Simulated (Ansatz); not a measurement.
Isolated molecules relaxed with PBE0-D4/def2-TZVP in Ansatz; ΔE leaves out vibrations. CCSD(T)/CBS adds triple-zeta CCSD(T) − MP2 to the extrapolated MP2 energy (def2 sets, frozen cores). This one scheme is used for every species. Functionals use def2-TZVPP. B3LYP here is the variant with VWN-RPA as its local correlation; programs differ in this. Each species was taken in one conformer, which may not be the lowest.

Consider the ligand exchange at a B–C bond: `CCB(O)O[SiH3]` + HCl → `OB(Cl)O[SiH3]` + ethane.

(1) Is it downhill or uphill in electronic energy at CCSD(T)/CBS, and by how much? (An estimate is asked.)

(2) What do these levels give: PBE0-D4, B3LYP-D4, ωB97X-V, B2PLYP, PBE0, HF/def2-TZVPP, MP2/def2-TZVPP, HF/def2-QZVPP, MP2/def2-QZVPP, HF/CBS(def2), MP2/CBS(def2), CCSD/CBS(def2)? (Estimate.)

Largest T1 diagnostic among the species: 0.012.

Results:

(1) The calculation gave: Downhill: ΔE = -0.85 eV.

(2) The calculation gave: PBE0-D4 -0.88, B3LYP-D4 -0.90, ωB97X-V -0.88, B2PLYP -0.94, PBE0 -0.92, HF/def2-TZVPP -1.01, MP2/def2-TZVPP -0.90, HF/def2-QZVPP -1.01, MP2/def2-QZVPP -0.90, HF/CBS(def2) -1.01, MP2/CBS(def2) -0.90, CCSD/CBS(def2) -0.86 eV.

In def2-TZVPP, CCSD(T) changes the Hartree–Fock value by +0.16 eV (the triples alone add +0.01 eV) and MP2 by +0.11 eV. The D4 term adds +0.06 eV with B3LYP and +0.04 eV with PBE0; it sums over pairs of atoms, weighted by their polarisabilities, and B3LYP, whose exchange is more repulsive, gets the larger term.
